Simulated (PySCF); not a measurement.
BH9Si3.

```xyz
13

B      0.0409    -0.0170     0.0000
Si    -0.0059     1.9895     0.0000
H     -0.6328     2.5936     1.2175
H      1.4510     2.3643     0.0000
H     -0.6328     2.5936    -1.2175
Si     0.0057    -0.9947     1.7529
H     -1.4613    -1.1716     2.0328
H      0.6374    -2.3508     1.7294
H      0.5903    -0.2106     2.8863
Si     0.0057    -0.9947    -1.7529
H      0.6374    -2.3508    -1.7294
H     -1.4613    -1.1716    -2.0328
H      0.5903    -0.2106    -2.8863
```
Charge 0, spin multiplicity 1.

Geometry: PBE0-D3(BJ)/def2-SVP.

Computed with PySCF with PBE/pcSseg-1. Non-relativistic, no solvent.

Computed absolute GIAO shielding of each atom: isotropic value and principal components (ppm):
```
atom  σ(iso)     σ11     σ22    σ33   span
----  ------  ------  ------  -----  -----
B1     -85.7  -208.1  -207.4  158.5  366.5
Si2    422.1   390.0   417.5  458.9   68.9
H3      26.8    23.6    26.1   30.7    7.1
H4      27.1    24.3    26.3   30.7    6.4
H5      26.8    23.6    26.1   30.7    7.1
Si6    423.5   387.0   421.1  462.2   75.2
H7      27.0    24.4    26.1   30.6    6.2
H8      26.8    23.5    26.0   30.9    7.4
H9      26.7    23.5    26.1   30.6    7.1
Si10   423.5   387.0   421.1  462.2   75.2
H11     26.8    23.5    26.0   30.9    7.4
H12     27.0    24.4    26.1   30.6    6.2
H13     26.7    23.5    26.1   30.6    7.1
```
